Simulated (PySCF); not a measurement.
FH6NOSi2, SMILES O[Si@H](F)N[SiH3].

Coordinates come from a B3LYP-D3(BJ)/def2-SVP optimisation. The structure was generated by enumeration; whether it is a known compound was not checked. One conformer was computed; it need not be the lowest.

Level of theory: PySCF with ωB97X/def2-TZVP.

The molecule is in vacuum.

| Property | Value |
|---|---|
| total energy | -812.64744 hartree |
| highest occupied level | -10.52 eV |
| lowest empty level | 2.09 eV |
| orbital gap | 12.60 eV |
| dipole moment | 2.90 D |
| quadrupole, principal values (traceless, Buckingham form, about the centre of nuclear charge) | -9.83, 4.16, 5.67 D·Å |
| mean static polarisability | 58.5 bohr³ (8.66 Å³) |
| polarisability, principal values | 53.0, 55.3, 67.1 bohr³ |
